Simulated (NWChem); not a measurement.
System: CH$_{5}$AuO$_{2}$; SMILES C[O][Au]<-[OH2]

NWChem printed, in part:

```
             Northwest Computational Chemistry Package (NWChem) 7.3.0
             --------------------------------------------------------

 CS  symmetry detected

                             Geometry "geometry" -> ""
                             -------------------------

 Output coordinates in angstroms (scale by  1.889725989 to convert to a.u.)

  No.       Tag          Charge          X              Y              Z
 ---- ---------------- ---------- -------------- -------------- --------------
    1 Au                  79.0000     0.05159154    -0.18234500     0.00000000
    2 O                    8.0000     0.50327116     1.70927367     0.00000000
    3 C                    6.0000    -0.53561529     2.63125805     0.00000000
    4 H                    1.0000    -1.19358776     2.57436010     0.89230600
    5 H                    1.0000    -0.08879828     3.64481488     0.00000000
    6 H                    1.0000    -1.19358776     2.57436010    -0.89230600
    7 O                    8.0000    -0.31887210    -2.29869697     0.00000000
    8 H                    1.0000     0.06937066    -2.73022098     0.77274300
    9 H                    1.0000     0.06937066    -2.73022098    -0.77274300

 Effective nuclear repulsion energy (a.u.)     546.1091208700

      Symmetry information
      --------------------

 Group name             Cs
 Group number              2
 Group order               2
 No. of unique centers     7

                                 NWChem DFT Module
                                 -----------------

 Summary of "ao basis" -> "ao basis" (spherical)
 ------------------------------------------------------------------------------
       Tag                 Description            Shells   Functions and Types
 ---------------- ------------------------------  ------  ---------------------
 Au                         def2-svp                12       32   6s3p2d1f
 O                          def2-svp                 6       14   3s2p1d
 C                          def2-svp                 6       14   3s2p1d
 H                          def2-svp                 3        5   2s1p

      Symmetry analysis of basis
      --------------------------

        a'         66
        a"         33

            General Information
            -------------------
          SCF calculation type: DFT
          Wavefunction type:  closed shell.
          No. of atoms     :     9
          No. of electrons :    46
           Alpha electrons :    23
            Beta electrons :    23
          Charge           :     0
          Spin multiplicity:     1
          Use of symmetry is: on ; symmetry adaption is: on
          Maximum number of iterations: 150
          AO basis - number of functions:    99
                     number of shells:    45
          Convergence on energy requested:  1.00D-06
          Convergence on density requested:  1.00D-05
          Convergence on gradient requested:  5.00D-04

              XC Information
              --------------
                         B3LYP Method XC Potential
                     Hartree-Fock (Exact) Exchange  0.200
                        Slater Exchange Functional  0.800 local
                    Becke 1988 Exchange Functional  0.720 non-local
              Lee-Yang-Parr Correlation Functional  0.810
                  VWN I RPA Correlation Functional  0.190 local

             Grid Information
             ----------------
          Grid used for XC integration:  xcoarse
          Radial quadrature: Mura-Knowles
          Angular quadrature: Lebedev.
          Tag              B.-S. Rad. Rad. Pts. Rad. Cut. Ang. Pts.
          ---              ---------- --------- --------- ---------
          Au                  1.35       84          10.0       194
          O                   0.60       21          13.0       194
          C                   0.70       21          12.0       194
          H                   0.35       21          13.0       194
          Grid pruning is: on
          Number of quadrature shells:   210
          Spatial weights used:  Erf1

      Superposition of Atomic Density Guess
      -------------------------------------

 Sum of atomic energies:        -341.94760594

      Non-variational initial energy
      ------------------------------

 Total energy =    -325.330800
 1-e energy   =    -851.486419
 2-e energy   =     347.432307
 HOMO         =      -0.342176
 LUMO         =      -0.091020

      Symmetry analysis of molecular orbitals - initial
      -------------------------------------------------

  Numbering of irreducible representations:

     1 a'          2 a"

  Orbital symmetries:

     1 a'          2 a'          3 a'          4 a'          5 a'
     6 a'          7 a"          8 a'          9 a'         10 a'
    11 a"         12 a'         13 a'         14 a"         15 a'
    16 a'         17 a"         18 a'         19 a"         20 a'
    21 a'         22 a'         23 a"         24 a'         25 a'
    26 a"         27 a'         28 a'         29 a"         30 a'
    31 a'         32 a"         33 a'

     ---------------------------------------------
      Total Density - Mulliken Population Analysis
     ---------------------------------------------

    Atom       Charge   Shell Charges
 -----------   ------   -------------------------------------------------------
    1 Au  19    18.77   0.07 -0.47  1.80  0.62  0.63  0.27  5.59  0.45  0.07  8.70  1.02  0.01
    2 O    8     8.83   1.99  1.10  0.73  2.98  2.02  0.01
    3 C    6     5.89   1.99  0.92  0.22  1.86  0.86  0.05
    4 H    1     0.93   0.69  0.22  0.02
    5 H    1     0.94   0.69  0.22  0.02
    6 H    1     0.93   0.69  0.22  0.02
    7 O    8     8.41   1.99  1.07  0.59  2.93  1.83  0.01
    8 H    1     0.65   0.52  0.07  0.06
    9 H    1     0.65   0.52  0.07  0.06

   convergence    iter        energy       DeltaE   RMS-Dens  Diis-err
 ---------------- ----- ----------------- --------- --------- ---------
 d= 0,ls=0.0,diis     1   -327.0873173715 -5.06D+02  1.86D-02  7.16D-01
 d= 0,ls=0.0,diis     2   -326.9713195794  1.16D-01  1.24D-02  1.99D+00
 d= 0,ls=0.0,diis     3   -327.1777962639 -2.06D-01  3.58D-03  9.90D-02
 d= 0,ls=0.0,diis     4   -327.1816759911 -3.88D-03  1.86D-03  5.36D-02
 d= 0,ls=0.0,diis     5   -327.1873710488 -5.70D-03  2.72D-04  9.63D-04
  Resetting Diis
 d= 0,ls=0.0,diis     6   -327.1874661729 -9.51D-05  5.63D-05  8.31D-05
 d= 0,ls=0.0,diis     7   -327.1874744235 -8.25D-06  2.71D-05  3.54D-06
 d= 0,ls=0.0,diis     8   -327.1874740006  4.23D-07  1.60D-05  7.99D-06
 d= 0,ls=0.0,diis     9   -327.1874747606 -7.60D-07  1.57D-06  2.29D-08

         Total DFT energy =     -327.187474760557
      One electron energy =     -856.143162177201
           Coulomb energy =      387.558553343517
    Exchange-Corr. energy =      -37.326177786409
 Nuclear repulsion energy =      178.723311859536

 Numeric. integr. density =       46.001780599753

                  Occupations of the irreducible representations
                  ----------------------------------------------

                     irrep           alpha         beta
                     --------     --------     --------
                     a'               17.0         17.0
                     a"                6.0          6.0

                       DFT Final Molecular Orbital Analysis
                       ------------------------------------

 Vector   21  Occ=2.000000D+00  E=-2.765408D-01  Symmetry=a'
              MO Center=  1.5D-01,  1.5D-01,  3.4D-15, r^2= 1.9D+00
   Bfn.  Coefficient  Atom+Function         Bfn.  Coefficient  Atom+Function
  ----- ------------  ---------------      ----- ------------  ---------------
    16      0.682541  1 Au d -2              18     -0.298746  1 Au d  0
    36     -0.242478  2 O  px                 5     -0.231678  1 Au s
     3      0.181068  1 Au s                  6     -0.177007  1 Au s
    39     -0.163647  2 O  px                21      0.157293  1 Au d -2
    35     -0.136768  2 O  s                  2     -0.116669  1 Au s

 Vector   22  Occ=2.000000D+00  E=-2.265875D-01  Symmetry=a'
              MO Center=  1.2D-01,  9.8D-01, -3.2D-14, r^2= 3.1D+00
   Bfn.  Coefficient  Atom+Function         Bfn.  Coefficient  Atom+Function
  ----- ------------  ---------------      ----- ------------  ---------------
     5      0.478651  1 Au s                  3     -0.369491  1 Au s
    20      0.324663  1 Au d  2              36     -0.318828  2 O  px
    39     -0.245029  2 O  px                37     -0.237739  2 O  py
     2      0.233496  1 Au s                 40     -0.194655  2 O  py
     6      0.188886  1 Au s                 66      0.179494  5 H  s

[...]

                         DFT ENERGY GRADIENTS

    atom               coordinates                        gradient
                 x          y          z           x          y          z
   1 Au      0.097494  -0.344582   0.000000    0.001694   0.009801   0.000000
   2 O       0.951045   3.230059   0.000000   -0.007608  -0.007354   0.000000
   3 C      -1.012166   4.972357   0.000000    0.005270  -0.005540   0.000000
   4 H      -2.255554   4.864835   1.686214   -0.000126  -0.000336   0.000376
   5 H      -0.167804   6.887701   0.000000    0.000378   0.000233   0.000000
   6 H      -2.255554   4.864835  -1.686214   -0.000126  -0.000336  -0.000376
   7 O      -0.602581  -4.343907   0.000000    0.007700  -0.004442   0.000000
   8 H       0.131092  -5.159370   1.460273   -0.003591   0.003987  -0.008066
   9 H       0.131092  -5.159370  -1.460273   -0.003591   0.003987   0.008066
```

Level: B3LYP/def2-SVP with def2 effective core potentials on Au. All runs use the structure optimised with PBE0/def2-SVP. No frequency run checked for a minimum. B3LYP is NWChem's, with the RPA form of VWN correlation. def2 effective core potentials on Au; no spin-orbit coupling.

### Question
Write an input that gives this output.

### Answer
This is not unique; one that fits is the input that was run:
```
start job
memory heap 200 mb stack 900 mb global 1100 mb
geometry units angstroms noautoz
  Au     0.082940    -0.152239     0.000000
  O      0.537623     1.738660     0.000000
  C     -0.499798     2.662293     0.000000
  H     -1.157860     2.606440     0.892306
  H     -0.051372     3.675139     0.000000
  H     -1.157860     2.606440    -0.892306
  O     -0.290884    -2.268000     0.000000
  H      0.096673    -2.700140     0.772743
  H      0.096673    -2.700140    -0.772743
end
basis spherical
  * library def2-svp
end
ecp
  Au library def2-ecp
end
dft
  xc b3lyp
  grid xcoarse
  iterations 150
  mulliken
end
task dft gradient
```
